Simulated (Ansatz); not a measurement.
Computed with Ansatz on PBE0-D4/def2-TZVP structures; ΔE is electronic, products minus reactants. CBS: MP2 limit from def2 TZ/QZ plus the TZ coupled-cluster correction, frozen cores. This one scheme is used for every species. DFT in def2-TZVPP. B3LYP here is the variant with VWN-RPA as its local correlation; programs differ in this. Each species was taken in one conformer, which may not be the lowest.

Reaction (ligand exchange at the Si–C bond): `C[SiH2]C[SiH2]Cl` + H–F → `F[SiH2]Cl` + `C[SiH2]C`

| level | ΔE (kcal/mol) | difference from CCSD(T)/CBS |
| --- | --- | --- |
| PBE-D4 | -28.1 | 1.5 |
| r2SCAN-D4 | -31.4 | -1.8 |
| PBE0-D4 | -28.2 | 1.4 |
| B3LYP-D4 | -31.3 | -1.7 |
| ωB97X-V | -31.0 | -1.4 |
| ωB97M-V | -30.8 | -1.2 |
| B2PLYP | -32.9 | -3.3 |
| PBE | -29.9 | -0.3 |
| r2SCAN | -31.9 | -2.3 |
| PBE0 | -29.9 | -0.3 |
| B3LYP | -34.2 | -4.6 |
| HF/def2-TZVPP | -36.7 | -7.1 |
| MP2/def2-TZVPP | -29.5 | 0.1 |
| SCS-MP2/def2-TZVPP | -31.3 | -1.7 |
| CCSD/def2-TZVPP | -30.9 | -1.3 |
| CCSD(T)/def2-TZVPP | -29.9 | -0.3 |
| HF/def2-QZVPP | -37.2 | -7.6 |
| MP2/def2-QZVPP | -29.5 | 0.1 |
| SCS-MP2/def2-QZVPP | -31.3 | -1.7 |
| HF/CBS(def2) | -37.3 | -7.7 |
| MP2/CBS(def2) | -29.2 | 0.4 |
| CCSD/CBS(def2) | -30.6 | -1.0 |
| CCSD(T)/CBS | -29.6 | 0 |

Largest T1 diagnostic among the species: 0.010.

In def2-TZVPP, CCSD(T) changes the Hartree–Fock value by +6.8 kcal/mol (the triples alone add +0.9 kcal/mol) and MP2 by +7.3 kcal/mol. The D4 term adds +2.9 kcal/mol with B3LYP and +1.7 kcal/mol with PBE0; it sums over pairs of atoms, weighted by their polarisabilities, and B3LYP, whose exchange is more repulsive, gets the larger term.
